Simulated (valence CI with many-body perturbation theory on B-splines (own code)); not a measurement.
**Hyperfine factors and g values of P XI**

Calculated by configuration interaction combined with many-body perturbation theory (CI+MBPT): three valence electrons over a frozen Dirac-Fock core [He], a basis of 11 s, 11 p, 9 d, 7 f, 5 g, 2 h, 1 i functions for each j, with the one-electron correlation potential Σ1 (screened to all orders), the two-electron term Σ2, the three-electron term Σ3, Breit, model QED; selected single and double excitations, second order for the rest, scaled by the run's own slope (own B-spline code, finite nucleus).

No measured spectrum was set against this ion. As an estimate, levels of excited configurations hold to 0.05 to 0.15 % of their energy, terms of the ground configuration to about 0.5 %.

A/g_I is the dipole constant over the nuclear g factor μ/I (μ in nuclear magnetons, uniformly magnetised nucleus), B/Q the quadrupole constant per barn. Both hold the static response of the core; the bare values leave it out. Large factors of s and p1/2 electrons are usually good to 5 to 10 %; those of open d and f shells near neutrality can be off by tens of per cent, and small factors of p3/2, d and f electrons come from cancelling terms and can be off by a factor of two or in sign, in half-filled shells by more. B is blank for J = 1/2, where it vanishes, and for nearly pure S terms. Energies count from the lowest level.

Names give the largest LS component (configuration and term), which can be under half, so a name can repeat, a term be missing and a line seem to break the LS rules; names also repeat where a configuration has a term twice. Letters in brackets count levels of one name in rising energy.

```tsv
Level	E (cm⁻¹)	g	A/g_I (MHz)	A/g_I bare	B/Q (MHz/b)	B/Q bare
2s2 2p 2P°_1/2	0	0.664	23800	23100		
2s2 2p 2P°_3/2	9701	1.333	4600	5070	8260	8330
2s 2p2 4P_1/2	177080	2.668	40200	40100		
2s 2p2 4P_3/2	180570	1.734	18900	18900	6720	6780
2s 2p2 4P_5/2	185520	1.600	19800	19800	-8440	-8520
2s 2p2 2D_3/2	316860	0.799	-5480	-4750	11700	11800
2s 2p2 2D_5/2	316970	1.200	22800	22100	16700	16900
2s 2p2 2S_1/2	403480	1.930	75800	72300		
2s 2p2 2P_1/2	427060	0.737	16800	15500		
2s 2p2 2P_3/2	432310	1.332	-3330	-2080	-8510	-8580
2p3 4S°_3/2	558930	2.000	-2420	-30.1		
2p3 2D°_3/2	632030	0.803	5680	5280	1840	1850
2p3 2D°_5/2	632230	1.199	7730	8180	-154	-155
2p3 2P°_1/2	709800	0.664	23900	23000		
2p3 2P°_3/2	710870	1.330	3730	4520	-1570	-1590
2s2 3s 2S_1/2	2174000	2.002	21900	21100		
2s2 3p 2P°_1/2	2262600	0.665	5510	5370		
2s2 3p 2P°_3/2	2265200	1.334	2380	2470	2460	2480
2s2 3d 2D_3/2	2347600	0.799	753	746	384	398
2s2 3d 2D_5/2	2348300	1.200	230	235	544	564
2s 2p 3s 4P°_1/2	2359900	2.666	49400	47900		
2s 2p 3s 4P°_3/2	2363100	1.732	31000	30200	-7010	-7070
2s 2p 3s 4P°_5/2	2369100	1.600	23500	23000	8780	8850
2s 2p 3s 2P°_1/2 [a]	2402500	0.667	5910	6060		
2s 2p 3s 2P°_3/2 [a]	2409000	1.334	21900	21600	8510	8580
2s 2p 3p 4D_1/2	2438700	0.317	-8010	-7590		
2s 2p 3p 4D_3/2	2441600	1.262	21500	21000	-3570	-3600
2s 2p 3p 2P_1/2 [a]	2444400	0.353	-19000	-18400		
2s 2p 3p 2P_3/2 [a]	2445700	1.284	14600	14300	-2710	-2740
2s 2p 3p 4D_5/2	2447000	1.372	14800	14600	3090	3110
2s 2p 3p 4D_7/2	2452200	1.429	14300	14100	11100	11200
2s 2p 3p 4S_3/2	2463200	1.975	26500	26000		
2s 2p 3p 4P_1/2	2473400	2.663	45100	44200		
2s 2p 3p 4P_3/2	2476500	1.739	21800	21400	4780	4820
2s 2p 3p 4P_5/2	2479100	1.591	19300	19000	-4310	-4340
2s 2p 3p 2D_3/2 [a]	2484900	0.806	1360	1380	8300	8370
2s 2p 3p 2D_5/2 [a]	2491100	1.208	12500	12400	10700	10800
2s 2p 3d 4F°_3/2	2512800	0.406	-9210	-8860	3540	3580
2s 2p 3d 4F°_5/2	2514700	1.033	5250	5180	2680	2710
2s 2p 3p 2S_1/2 [a]	2515300	1.998	32800	32900
```

(1) Take the isotope of mass number 31, with I = 1/2, μ = 1.13093 μN. What is the hyperfine structure of 2s 2p2 2D_5/2?

Results:

(1) From the table A = 51600 MHz. Shifts from the centre of gravity in MHz: F = 2: -90300, F = 3: 64500.
